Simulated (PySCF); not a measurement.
Vertical excitations of a molecule C₂H₇NSi₂ from TDA-PBE/def2-SVPD (PySCF), as energy in eV (oscillator strength): 6.54 (0.025), 6.66 (0.014), 6.77 (0.015), 6.81 (0.001), 6.95 (0.009), 6.99 (0.003), 7.13 (0.012), 7.21 (0.025), 7.24 (0.001), 7.29 (0.043). Lowest triplet (TDA): 5.86 eV. Geometry: B3LYP-D3(BJ)/def2-SVP. One conformer was computed; it need not be the lowest.

Task: Which molecule gave these data?
A) C#C[SiH2][SiH2]N
B) N#CC[SiH2][SiH3]
C) C#C[Si@@H](N)[SiH3]
D) N[Si@@H]1C=C[SiH2]1

Result: B, N#CC[SiH2][SiH3]
